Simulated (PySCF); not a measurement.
# Ionisation of 3,3,3-trifluoropropylamine

Parent: 3,3,3-trifluoropropylamine, `NCCC(F)(F)F` (C3H6F3N). Atom numbers as in the mapped SMILES `[NH2:1][CH2:2][CH2:3][C:4]([F:5])([F:6])[F:7]`.

Level of theory: ωB97X-D3(BJ)/ma-def2-TZVP single points in PySCF, grid level 2; every species was optimised with PBE0-D3(BJ)/def2-SVP. The prefix ma- adds one diffuse s and one diffuse p function on all atoms but H. Thermal corrections: PBE0-D3(BJ)/def2-SVP frequencies, unscaled, ideal gas at 298.15 K and 1 bar, quasi-RRHO entropy.

Frontier levels of the parent: HOMO -9.83 eV, LUMO 1.07 eV.

Oxidation to the radical cation:
```
Vertical ionisation energy (electronic)              : 9.90 eV
Adiabatic ionisation energy (with zero-point energy) : 9.10 eV
Adiabatic, electronic part                           : 9.18 eV
Vertical gap at the product's structure              : 8.72 eV
Inner reorganisation energy (four-point)             : 1176 meV
Relaxation of product / of parent                    : 712 / 464 meV
⟨S²⟩ of the product                                  : 0.755
Largest spin populations                             : N1 0.90, H (on C2) 0.10
Largest changes of atomic charge                     : N1 0.47, H (on N1) 0.11, H (on N1) 0.10, H (on C2) 0.09
Distances that move most (Å)                         : N1–C2 1.443 → 1.411; C4–F5 1.336 → 1.310; C2–H 1.103 → 1.124; C2–C3 1.533 → 1.517
Potential in dichloromethane                         : 6.57 V absolute, 1.87 V against Fc+/Fc computed at 4.70 V (solvation -22 → -264 kJ/mol)
```

Solvents are IEF-PCM continua (electrostatics only, gas-phase structures); absolute potentials refer to an electron at rest in vacuum. Fc+/Fc in dichloromethane, 4.70 V, is ωB97X-D3(BJ)/ma-def2-TZVP on PBE0-D3(BJ)/def2-SVP structures with GFN2-xTB thermal terms. Benchmark calculations put it near 5.0 V in acetonitrile and DMSO, so it is about 0.3 V low, and the value against it can read up to that much too high.

Measured values (NIST Chemistry WebBook, evaluated or the median of agreeing entries): adiabatic ionisation energy 9.30 eV (computed 9.10, difference -0.20).
